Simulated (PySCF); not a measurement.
`CO[C@@H]1OC[C@]1(C)CF`, C6H11FO2

Cartesian coordinates in Å; atom numbers follow the order of the lines, from 1:
```xyz
20

C     2.8488   -0.0609    0.4075
O     1.4570   -0.0980    0.6654
C     0.6919   -0.1833   -0.4837
O     0.7183    0.9899   -1.2932
C    -0.6787    1.2348   -1.1042
C    -0.8237   -0.0295   -0.2372
C    -1.6952   -1.1300   -0.8187
C    -1.1785    0.2482    1.2173
F    -2.4694    0.7130    1.3030
H     3.1779   -0.9911   -0.0692
H     3.0963    0.7837   -0.2401
H     3.3321    0.0528    1.3747
H     0.9865   -1.0661   -1.0795
H    -0.8593    2.1807   -0.5893
H    -1.2197    1.2177   -2.0527
H    -1.4588   -1.2935   -1.8673
H    -1.5364   -2.0588   -0.2748
H    -2.7421   -0.8476   -0.7338
H    -0.5280    1.0138    1.6461
H    -1.1241   -0.6651    1.8166
```

Level of theory: PySCF, GIAO HF/pcSseg-1 magnetisability, rotational g tensor and spin-rotation constants, non-relativistic, gas phase. Geometry: GFN2-xTB.

(1) Give the nuclear spin-rotation constants along the inertial axes (H = +C I·J) beside the isotropic shieldings.

Answers

(1) Rotational constants 2.5595, 1.1321, 1.0080 GHz. A star marks the isotopologue with that one atom substituted, in its own axes.
```csv
atom,isotope,Caa (kHz),Cbb (kHz),Ccc (kHz),mean (kHz),σ (ppm)
F9,19F,0.808,-0.182,-0.087,0.180,468.2
H10,1H,-0.221,-0.104,0.003,-0.107,29.2
H11,1H,-0.240,-0.049,-0.023,-0.104,28.5
H12,1H,-0.249,0.038,-0.100,-0.104,28.5
H13,1H,-0.171,-0.097,0.006,-0.087,27.6
H14,1H,-0.280,-0.090,0.044,-0.109,27.7
H15,1H,-0.241,0.054,-0.106,-0.098,28.0
H16,1H,-0.249,-0.004,-0.102,-0.118,30.7
H17,1H,-0.288,-0.086,-0.021,-0.132,31.1
H18,1H,0.057,-0.129,-0.105,-0.059,30.4
H19,1H,-0.200,-0.062,0.000,-0.087,27.0
H20,1H,-0.303,-0.034,-0.003,-0.113,27.9
C1,13C*,0.325,0.238,0.202,0.255,141.7
O2,17O*,-0.357,-0.057,-0.061,-0.158,294.6
C3,13C*,0.672,0.291,0.246,0.403,92.8
O4,17O*,-0.349,-0.058,-0.053,-0.153,298.8
C5,13C*,0.440,0.261,0.231,0.311,122.2
C6,13C*,0.376,0.195,0.177,0.250,153.1
C7,13C*,0.376,0.149,0.126,0.217,172.7
C8,13C*,0.463,0.282,0.248,0.331,112.2
```
For the geometry as given, no vibrational averaging.
